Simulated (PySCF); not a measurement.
## How the method changes the constants of CuN⁺

State: ⁴Σ⁻ (quartet), unpaired electrons σ ↑, π ↑↑. Set-up: PySCF, no relativity, basis sets Cu def2-TZVPPD, N def2-TZVPPD. De refers to Cu⁺ (3d10) + N in their high-spin ground configurations, without counterpoise correction. The functionals are run spin-unrestricted. A positive dipole points towards N; it is taken about the centre of mass and depends on that origin. Levels whose curve was spin-contaminated or gave no clean fit are not listed.

```tsv
Level	Re (Å)	ωe (cm⁻¹)	De (eV)	μ (D)	CPU s a point (SCF and correlation, without the integrals)
UHF-MP2	1.989	272	n/a	n/a	5.9
UHF-SCS-MP2	2.067	243	n/a	n/a	n/a
PBE	1.794	532	1.41	-1.76	3.1
revPBE	1.816	502	1.19	-1.77	2
r²SCAN	1.804	514	1.27	-1.69	3.9
PBE0	1.865	417	0.83	-1.37	6.6
r²SCAN0	1.885	394	0.80	-1.22	6.3
B97-3	1.906	370	0.71	-1.29	4.2
MN15	1.909	368	0.78	-1.16	6.5
M06-2X	2.050	301	0.68	-0.79	6.7
LC-ωPBE	1.858	408	0.75	-1.33	7.2
```

Problem. What does the step from GGA to meta-GGA do here, going from PBE to r²SCAN?

Solution. r²SCAN less PBE: +1.0 pm in Re, -3.4 % in ωe, -0.14 eV in De. 

Correlated steps freeze 6 core orbitals. For an ion De counts to the pair picked by the measured ionisation energies or electron affinities, which need not be the lowest pair at this level. With d or f electrons several states lie close, and the lowest PBE0 determinant need not be the measured ground state.

The whole job (state search and all levels along the bond) took about 7.5 min on 2 threads of Intel Xeon Platinum 8259CL @ 2.50GHz (shared host), peak memory 3.9 GiB.
